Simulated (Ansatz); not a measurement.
```yaml
crystal:
  periodic: [false, false, false]
  atoms:
    - {symbol: Ag, position_ang: [-0.000360, -0.000780, 0.000140]}
    - {symbol: Br, position_ang: [-1.505010, 0.898310, 1.677720]}
    - {symbol: Br, position_ang: [1.505380, -0.897530, -1.677850]}
basis:
  gaussian: {orbitals: def2-TZVP, initial_orbitals: start.molden}
magnetization: {spin_polarized: true, initial_magnetization: 1}
hamiltonian: {xc: pbe}
correlation: {method: rpa}
scf: {omitted_lower_state_checks: [starts]}
```

The file start.molden holds the orbitals of an earlier run on this structure, at another level or in another basis.

```sh
$ ansatz run in.yaml --threads 4 --pin off --events-out ev --progress --plain --max-ram 3916MiB
```

Shortened log:

```
Functional definition: PBE
  name "PBE"
  cite "Perdew, Burke & Ernzerhof, Phys. Rev. Lett. 77, 3865 (1996) doi:10.1103/PhysRevLett.77.3865"
  parent pbe
  parameter kappa = 0.804
  parameter beta = 0.06672455060314922
  exchange = pbe_x(kappa = kappa, mu = beta*pi^2/3)
  correlation = pbe_c(beta = beta)
these checks for a lower state are left out or cut short: starts
1034 factors; integrals over basis functions are off by at most 9.2e-4 eV
mean field evaluation 1: about -144073.2796 eV, gradient 8.4e0 eV
mean field evaluation 2: about -144073.3948 eV, gradient 1.7e-1 eV
mean field evaluation 4: about -144073.3974 eV, gradient 1.3e-3 eV
mean field evaluation 8: about -144073.3974 eV, gradient 4.3e-6 eV
mean field -144073.39743162 eV, -5294.5996991559 hartree, gradient 4.3e-6 eV, S^2 0.751633; 0 other end points of the search recorded, 0 dependent functions left out
18 core orbitals not correlated: weight in the atoms' cores, before any rotation towards them, 1.000 or more for the frozen orbitals, at most 0.000 for the correlated occupied ones
reference -143973.07349052 eV, -5290.9128623222 hartree; 27, 26 occupied and 91, 92 virtual orbitals, 1034 factors
Error: the energy between an occupied orbital and the lowest state that it is excited into in its spin channel is -0.0086 eV and must be positive: a state without a gap has no random-phase energy
```

(1) Can the result of this run be used?

## Answers

(1) No. The run stopped with an error. The reference has no gap: an occupied orbital lies above an empty one, and the correlation energy can't be formed.
